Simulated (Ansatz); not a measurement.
Consider the ligand exchange at a V–O bond: `[O]=[V]([OH])([Cl])[Cl]` + NH₃ → `[NH2][V](=[O])([Cl])[Cl]` + H₂O.

Gas-phase electronic energies from Ansatz, PBE0-D4/def2-TZVP geometries. CCSD(T)/CBS is the MP2 limit (def2-TZVPP, def2-QZVPP) plus CCSD(T) − MP2 in def2-TZVPP, frozen cores. This one scheme is used for every species. DFT in def2-TZVPP. B3LYP here is the variant with VWN-RPA as its local correlation; programs differ in this. For V outer-core shells are correlated without core-valence functions, which leaves a few kJ/mol of doubt a bond. Scalar relativity is left out up to krypton. Each species was taken in one conformer, which may not be the lowest.

| level | ΔE (kcal/mol) | difference from CCSD(T)/CBS |
| --- | --- | --- |
| PBE0-D4 | 5.5 | 1.8 |
| B3LYP-D4 | 6.1 | 2.4 |
| r2SCANh-D4 | 6.7 | 3.0 |
| r2SCAN | 7.4 | 3.7 |
| CAM-B3LYP | 6.6 | 2.9 |
| HF/def2-SVP | 5.0 | 1.3 |
| MP2/def2-TZVPP | 2.4 | -1.3 |
| SCS-MP2/def2-QZVPP | 2.9 | -0.8 |
| HF/CBS(def2) | 6.6 | 2.9 |
| CCSD/CBS(def2) | 3.9 | 0.2 |
| CCSD(T)/CBS | 3.7 | 0 |

Largest T1 diagnostic among the species: 0.032, so the coupled-cluster value is less sure than usual.

From r2SCAN to r2SCAN0 (25 % exact exchange), in def2-TZVPP and without D4, ΔE moves by −1.3 kcal/mol. At CCSD(T), def2-SVP lies +1.8 kcal/mol from the extrapolated value and def2-TZVPP +0.7 kcal/mol. Leaving LDA and LC-ωPBE aside and taking each functional with its dispersion term where it has one, the values, not all of them listed here, spread over 3.6 kcal/mol, from PBE-QIDH to B97M-V. LDA lies −1.0 kcal/mol from PBE without D4.
